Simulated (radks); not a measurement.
The numbers below are computed, except where a source is named.
Task: The iridium ion Ir3+, 74 electrons, occupied as [Xe] 4f14 5d4 6s2 (not the ground configuration). Code: a radial shooting solver on a logarithmic mesh with Libxc functionals. Model: Dirac Kohn-Sham, PBE, spin-unpolarised, spherical densities, finite nucleus; open shells are shared between the two j in proportion to 2j + 1; Fermi nuclear charge, rms radius 5.4032 fm. Some entries of the table are withheld. Estimate them.

orbital  occ.  eigenvalue (eV)  r(max) (bohr)  <1/r> (bohr^-1)
1s1/2       2              (1)        0.01082            92.14
2s1/2       2        -13323.18        0.06251            22.56
2p1/2       2        -12767.74        0.04620            22.53
2p3/2       4        -11140.27        0.05336            18.59
3s1/2       2        -3146.638         0.1759            8.283
3p1/2       2              (2)         0.1644            8.198
3p3/2       4              (3)         0.1790            7.175
3d3/2       4        -2122.568         0.1397            7.072
3d5/2       6        -2045.548         0.1437            6.835
4s1/2       2        -702.6504         0.3977            3.495
4p1/2       2        -597.1590         0.3965            3.385
4p3/2       4        -512.8785         0.4268            3.030
4d3/2       4        -339.6670            (4)            2.822
4d5/2       6        -324.0192            (5)            2.739
5s1/2       2        -136.8453         0.8896              (6)
4f5/2       6        -103.6835         0.3926            2.336
5p1/2       2        -103.2796         0.9428            1.282
4f7/2       8        -100.5563         0.3973            2.303
5p3/2       4         -89.1630          1.021            1.159
5d3/2     1.6         -43.3280          1.225           0.8887
5d5/2     2.4         -41.7200          1.257           0.8626
6s1/2       2         -34.3804          2.107           0.5582

Result: 
(1) 1s1/2 eigenvalue (eV): -76023.10
(2) 3p1/2 eigenvalue (eV): -2896.995
(3) 3p3/2 eigenvalue (eV): -2540.632
(4) 4d3/2 r(max) (bohr): 0.4211
(5) 4d5/2 r(max) (bohr): 0.4305
(6) 5s1/2 <1/r> (bohr^-1): 1.403
